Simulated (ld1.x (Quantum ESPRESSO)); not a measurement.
**Ranking ultrasoft potentials for fluorine**

All share these settings but for the change named:

```
Element                 : F (Z = 9)
Generator               : ld1.x (Quantum ESPRESSO) 7.5
Type                    : ultrasoft
Functional              : PBE
Relativity              : scalar-relativistic
Frozen core             : [He]
Valence charge          : 7
Reference configuration : 2s1.75 2p5.25
Partial waves           : 2s (bound): rcut 0.50, rcutus 0.65 bohr; 2s channel at -1.8 Ry: rcut 0.50, rcutus 0.65 bohr; 2p (bound): rcut 0.95, rcutus 1.30 bohr; 2p channel at -0.05 Ry: rcut 0.95, rcutus 1.30 bohr; 3d channel at 0.45 Ry: rcut 1.05, rcutus 1.15 bohr; 3d channel at 1.55 Ry: rcut 1.05, rcutus 1.15 bohr
Local potential         : all-electron potential smoothed inside 0.90 bohr (lloc = -1)
Core correction         : Bessel-smoothed model core, default radius (core density twice the valence density)
Augmentation charge     : PSQ, radius 0.40 bohr
```

Test errors are all-electron minus pseudo excitation energies from the reference, over 2s2 2p5; 2s2 2p4; 2s2 2p3; 2s1 2p6; 2s2 2p5.3; 2s2 2p4.5; 2s1 2p5. None of these files shows a bound ghost.

The base gives 11.5 meV.

Of 8 variants that were run, those that failed, showed a ghost or another fault, or gave nearly equal values are left out.

A variant can come out equal or close to the base, since the largest error may sit in a test that the change hardly touches while other tests move.

Q: Rank these variants by their largest absolute test error, smallest first.
A. waves 2s (bound): rcut 0.50, rcutus 0.56 bohr; 2s channel at -1.8 Ry: rcut 0.50, rcutus 0.56 bohr
B. core correction Bessel-smoothed model core inside 0.40 bohr
C. wave 2s channel at -1.8 Ry: rcut 0.50, rcutus 0.65 bohr becomes 2s channel at -2 Ry: rcut 0.50, rcutus 0.65 bohr
D. local potential all-electron potential smoothed inside 1.15 bohr (lloc = -2)
E. augmentation built from norm-conserving waves at rcut, not smoothed further

A: A (7.9 meV), D (11.1 meV), C (16.8 meV), B (21.7 meV), E (56.6 meV).
